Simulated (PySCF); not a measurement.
Cl2FHSi. Atoms are numbered in the order given.

```xyz
5

Si     0.4156    -0.3897     0.0000
F     -0.3878    -1.7856     0.0000
Cl    -0.1232     0.6526    -1.6618
Cl    -0.1232     0.6526     1.6618
H      1.8600    -0.6621     0.0000
```

Geometry: ωB97X-D3(BJ)/def2-SVP.

Calculation: B3LYP/def2-TZVPD in PySCF.

Mulliken values depend strongly on the basis, most of all with diffuse functions as here. ESP charges are fitted to the potential on shells at 1.4 to 2.0 van der Waals radii. Atomic charges (e):

```csv
atom,ESP fit,Mulliken,IAO
Si1,0.18,0.77,(withheld)
F2,-0.14,-0.25,(withheld)
Cl3,-0.05,-0.22,(withheld)
Cl4,-0.05,-0.22,(withheld)
H5,0.06,-0.07,(withheld)
```

**Question.** Complete the blanks. (An estimate is asked for; the answer gives what the named calculation found.)

**Answer.** 
- Si1, IAO: 1.26
- F2, IAO: -0.53
- Cl3, IAO: -0.29
- Cl4, IAO: -0.29
- H5, IAO: -0.14
